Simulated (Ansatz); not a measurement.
## Molecular dynamics of FGeHO

input.yaml

```yaml
crystal:
  periodic: [false, false, false]
  atoms:
    - { symbol: O, position_ang: [-0.827112, 0.546774, -0.384543] }
    - { symbol: Ge, position_ang: [-0.394413, -0.698606, 0.823985] }
    - { symbol: F, position_ang: [1.35311, -0.771279, 0.452374] }
    - { symbol: H, position_ang: [-0.076085, 0.862811, -0.912016] }
basis:
  gaussian: { orbitals: def2-mTZVP }
hamiltonian:
  xc: b3lyp
md:
  timestep: 1.0
  n_steps: 166
  ensemble: nve
  temperature: 500.0
  initial_velocities: maxwell_boltzmann
  seed: 708087
  masses: [{ species: H, mass: 2.014 }]
scf:
  lower_state_search: "off"
```

Run as:

```bash
$ ansatz run input.yaml --threads 2 --pin off --max-ram 3072MiB --backend cpu --events-out ev --progress --plain --runs-dir out
```

It starts from a relaxed structure.

Output, in part (one step line in 3, the closing report, with atoms numbered from 0):

```
md step     0: t =     0.00 fs  T =   500.0 K  F+E_penalty+E_count = -61303.47076210 eV  E_kin = 0.129260 eV  conserved = -61303.34150210 eV  (15 SCF iters)
md step     3: t =     3.00 fs  T =   448.9 K  F+E_penalty+E_count = -61303.45745330 eV  E_kin = 0.116037 eV  conserved = -61303.34141626 eV  (22 SCF iters)
md step     6: t =     6.00 fs  T =   326.7 K  F+E_penalty+E_count = -61303.42576901 eV  E_kin = 0.084466 eV  conserved = -61303.34130281 eV  (22 SCF iters)
md step     9: t =     9.00 fs  T =   191.5 K  F+E_penalty+E_count = -61303.39070700 eV  E_kin = 0.049500 eV  conserved = -61303.34120671 eV  (22 SCF iters)
md step    12: t =    12.00 fs  T =    93.8 K  F+E_penalty+E_count = -61303.36540272 eV  E_kin = 0.024252 eV  conserved = -61303.34115114 eV  (22 SCF iters)
md step    15: t =    15.00 fs  T =    64.3 K  F+E_penalty+E_count = -61303.35775316 eV  E_kin = 0.016613 eV  conserved = -61303.34113979 eV  (22 SCF iters)
md step    18: t =    18.00 fs  T =   109.0 K  F+E_penalty+E_count = -61303.36936003 eV  E_kin = 0.028185 eV  conserved = -61303.34117503 eV  (22 SCF iters)
md step    21: t =    21.00 fs  T =   208.8 K  F+E_penalty+E_count = -61303.39524129 eV  E_kin = 0.053990 eV  conserved = -61303.34125171 eV  (22 SCF iters)
md step    24: t =    24.00 fs  T =   322.2 K  F+E_penalty+E_count = -61303.42465143 eV  E_kin = 0.083294 eV  conserved = -61303.34135789 eV  (22 SCF iters)
md step    27: t =    27.00 fs  T =   394.1 K  F+E_penalty+E_count = -61303.44332712 eV  E_kin = 0.101871 eV  conserved = -61303.34145580 eV  (22 SCF iters)
md step    30: t =    30.00 fs  T =   377.6 K  F+E_penalty+E_count = -61303.43908675 eV  E_kin = 0.097604 eV  conserved = -61303.34148238 eV  (22 SCF iters)
md step    33: t =    33.00 fs  T =   266.8 K  F+E_penalty+E_count = -61303.41034518 eV  E_kin = 0.068964 eV  conserved = -61303.34138071 eV  (22 SCF iters)
md step    36: t =    36.00 fs  T =   121.2 K  F+E_penalty+E_count = -61303.37251776 eV  E_kin = 0.031326 eV  conserved = -61303.34119150 eV  (22 SCF iters)
md step    39: t =    39.00 fs  T =    40.4 K  F+E_penalty+E_count = -61303.35152742 eV  E_kin = 0.010456 eV  conserved = -61303.34107116 eV  (22 SCF iters)
md step    42: t =    42.00 fs  T =    85.6 K  F+E_penalty+E_count = -61303.36326699 eV  E_kin = 0.022125 eV  conserved = -61303.34114175 eV  (22 SCF iters)
md step    45: t =    45.00 fs  T =   221.4 K  F+E_penalty+E_count = -61303.39855067 eV  E_kin = 0.057225 eV  conserved = -61303.34132535 eV  (22 SCF iters)
md step    48: t =    48.00 fs  T =   352.4 K  F+E_penalty+E_count = -61303.43256245 eV  E_kin = 0.091107 eV  conserved = -61303.34145562 eV  (22 SCF iters)
md step    51: t =    51.00 fs  T =   405.6 K  F+E_penalty+E_count = -61303.44630896 eV  E_kin = 0.104847 eV  conserved = -61303.34146173 eV  (22 SCF iters)
md step    54: t =    54.00 fs  T =   369.5 K  F+E_penalty+E_count = -61303.43690293 eV  E_kin = 0.095516 eV  conserved = -61303.34138675 eV  (22 SCF iters)
md step    57: t =    57.00 fs  T =   277.9 K  F+E_penalty+E_count = -61303.41314307 eV  E_kin = 0.071851 eV  conserved = -61303.34129194 eV  (22 SCF iters)
md step    60: t =    60.00 fs  T =   179.0 K  F+E_penalty+E_count = -61303.38748921 eV  E_kin = 0.046272 eV  conserved = -61303.34121751 eV  (22 SCF iters)
md step    63: t =    63.00 fs  T =   112.8 K  F+E_penalty+E_count = -61303.37032408 eV  E_kin = 0.029149 eV  conserved = -61303.34117467 eV  (22 SCF iters)
md step    66: t =    66.00 fs  T =   102.7 K  F+E_penalty+E_count = -61303.36772929 eV  E_kin = 0.026561 eV  conserved = -61303.34116782 eV  (22 SCF iters)
md step    69: t =    69.00 fs  T =   152.9 K  F+E_penalty+E_count = -61303.38071497 eV  E_kin = 0.039518 eV  conserved = -61303.34119659 eV  (22 SCF iters)
md step    72: t =    72.00 fs  T =   247.1 K  F+E_penalty+E_count = -61303.40514377 eV  E_kin = 0.063881 eV  conserved = -61303.34126326 eV  (22 SCF iters)
md step    75: t =    75.00 fs  T =   350.1 K  F+E_penalty+E_count = -61303.43185163 eV  E_kin = 0.090496 eV  conserved = -61303.34135518 eV  (22 SCF iters)
md step    78: t =    78.00 fs  T =   414.7 K  F+E_penalty+E_count = -61303.44863737 eV  E_kin = 0.107198 eV  conserved = -61303.34143911 eV  (22 SCF iters)
md step    81: t =    81.00 fs  T =   402.2 K  F+E_penalty+E_count = -61303.44543194 eV  E_kin = 0.103981 eV  conserved = -61303.34145054 eV  (22 SCF iters)
md step    84: t =    84.00 fs  T =   314.0 K  F+E_penalty+E_count = -61303.42251800 eV  E_kin = 0.081169 eV  conserved = -61303.34134941 eV  (22 SCF iters)
md step    87: t =    87.00 fs  T =   207.8 K  F+E_penalty+E_count = -61303.39491141 eV  E_kin = 0.053719 eV  conserved = -61303.34119265 eV  (22 SCF iters)
md step    90: t =    90.00 fs  T =   164.8 K  F+E_penalty+E_count = -61303.38372922 eV  E_kin = 0.042595 eV  conserved = -61303.34113400 eV  (22 SCF iters)
md step    93: t =    93.00 fs  T =   214.4 K  F+E_penalty+E_count = -61303.39665586 eV  E_kin = 0.055415 eV  conserved = -61303.34124104 eV  (21 SCF iters)
md step    96: t =    96.00 fs  T =   303.2 K  F+E_penalty+E_count = -61303.41978015 eV  E_kin = 0.078385 eV  conserved = -61303.34139468 eV  (21 SCF iters)
md step    99: t =    99.00 fs  T =   352.2 K  F+E_penalty+E_count = -61303.43251193 eV  E_kin = 0.091062 eV  conserved = -61303.34144989 eV  (21 SCF iters)
md step   102: t =   102.00 fs  T =   327.5 K  F+E_penalty+E_count = -61303.42606036 eV  E_kin = 0.084665 eV  conserved = -61303.34139562 eV  (22 SCF iters)
md step   105: t =   105.00 fs  T =   251.1 K  F+E_penalty+E_count = -61303.40620308 eV  E_kin = 0.064906 eV  conserved = -61303.34129696 eV  (23 SCF iters)
md step   108: t =   108.00 fs  T =   170.3 K  F+E_penalty+E_count = -61303.38525399 eV  E_kin = 0.044027 eV  conserved = -61303.34122680 eV  (23 SCF iters)
md step   111: t =   111.00 fs  T =   122.0 K  F+E_penalty+E_count = -61303.37272960 eV  E_kin = 0.031527 eV  conserved = -61303.34120257 eV  (23 SCF iters)
md step   114: t =   114.00 fs  T =   119.5 K  F+E_penalty+E_count = -61303.37211685 eV  E_kin = 0.030902 eV  conserved = -61303.34121510 eV  (22 SCF iters)
md step   117: t =   117.00 fs  T =   156.7 K  F+E_penalty+E_count = -61303.38176194 eV  E_kin = 0.040513 eV  conserved = -61303.34124941 eV  (21 SCF iters)
md step   120: t =   120.00 fs  T =   214.7 K  F+E_penalty+E_count = -61303.39679824 eV  E_kin = 0.055506 eV  conserved = -61303.34129241 eV  (21 SCF iters)
md step   123: t =   123.00 fs  T =   270.4 K  F+E_penalty+E_count = -61303.41124958 eV  E_kin = 0.069916 eV  conserved = -61303.34133376 eV  (21 SCF iters)
md step   126: t =   126.00 fs  T =   302.6 K  F+E_penalty+E_count = -61303.41958811 eV  E_kin = 0.078223 eV  conserved = -61303.34136487 eV  (21 SCF iters)
md step   129: t =   129.00 fs  T =   297.5 K  F+E_penalty+E_count = -61303.41826801 eV  E_kin = 0.076908 eV  conserved = -61303.34135989 eV  (22 SCF iters)
md step   132: t =   132.00 fs  T =   261.5 K  F+E_penalty+E_count = -61303.40891798 eV  E_kin = 0.067612 eV  conserved = -61303.34130580 eV  (22 SCF iters)
md step   135: t =   135.00 fs  T =   226.3 K  F+E_penalty+E_count = -61303.39974276 eV  E_kin = 0.058513 eV  conserved = -61303.34122942 eV  (22 SCF iters)
md step   138: t =   138.00 fs  T =   232.2 K  F+E_penalty+E_count = -61303.40122590 eV  E_kin = 0.060022 eV  conserved = -61303.34120434 eV  (22 SCF iters)
md step   141: t =   141.00 fs  T =   290.8 K  F+E_penalty+E_count = -61303.41645447 eV  E_kin = 0.075178 eV  conserved = -61303.34127668 eV  (22 SCF iters)
md step   144: t =   144.00 fs  T =   364.6 K  F+E_penalty+E_count = -61303.43564915 eV  E_kin = 0.094262 eV  conserved = -61303.34138764 eV  (21 SCF iters)
md step   147: t =   147.00 fs  T =   396.4 K  F+E_penalty+E_count = -61303.44391098 eV  E_kin = 0.102478 eV  conserved = -61303.34143329 eV  (21 SCF iters)
md step   150: t =   150.00 fs  T =   359.8 K  F+E_penalty+E_count = -61303.43439427 eV  E_kin = 0.093008 eV  conserved = -61303.34138664 eV  (21 SCF iters)
md step   153: t =   153.00 fs  T =   275.1 K  F+E_penalty+E_count = -61303.41241591 eV  E_kin = 0.071126 eV  conserved = -61303.34129005 eV  (22 SCF iters)
md step   156: t =   156.00 fs  T =   189.6 K  F+E_penalty+E_count = -61303.39022341 eV  E_kin = 0.049010 eV  conserved = -61303.34121363 eV  (22 SCF iters)
md step   159: t =   159.00 fs  T =   142.8 K  F+E_penalty+E_count = -61303.37809168 eV  E_kin = 0.036904 eV  conserved = -61303.34118742 eV  (22 SCF iters)
md step   162: t =   162.00 fs  T =   149.4 K  F+E_penalty+E_count = -61303.37983541 eV  E_kin = 0.038631 eV  conserved = -61303.34120450 eV  (22 SCF iters)
md step   165: t =   165.00 fs  T =   200.6 K  F+E_penalty+E_count = -61303.39310039 eV  E_kin = 0.051849 eV  conserved = -61303.34125137 eV  (21 SCF iters)
md step   166: t =   166.00 fs  T =   223.2 K  F+E_penalty+E_count = -61303.39898267 eV  E_kin = 0.057713 eV  conserved = -61303.34126974 eV  (21 SCF iters)
Total energy: -61303.39915783 eV, -2252.8583661138 hartree
Atom 0 at    -0.892513     0.577235    -0.426128 Å, force     0.528312    -0.771466     0.856013 eV/Å
Atom 1 at    -0.388293    -0.697732     0.825431 Å, force     0.221900     0.716145    -0.924211 eV/Å
Atom 2 at     1.392723    -0.813031     0.481333 Å, force    -0.700645     0.174216     0.052588 eV/Å
Atom 3 at    -0.150913     0.983181    -0.906977 Å, force    -0.049567    -0.118896     0.015609 eV/Å
Dipole moment:    -0.177672    -0.030955     0.133328 e Å
```

All steps were run. The conserved energy stayed within 0.11 meV per atom of its start (net change 0.058 meV per atom), so the integration is sound. Over the second half the temperature averaged 0.49 of the 500 K drawn at the start: a run that starts near a minimum puts about half its kinetic energy into the potential. A run of 0.17 ps of so small a system gives no equilibrium averages.

The same pairs are bonded in the first frame and the last. Pairs count as bonded within 1.25 times the sum of covalent radii (0.12 Å more for H–H).

Last frame:

```xyz
4
Properties=species:S:1:pos:R:3
O -0.892 0.577 -0.426
Ge -0.388 -0.698 0.825
F 1.393 -0.813 0.481
H -0.151 0.983 -0.907
```

The run took 3.6 min on 2 threads of Arm Neoverse N1, with other jobs on the host, peak memory 0.16 GiB.
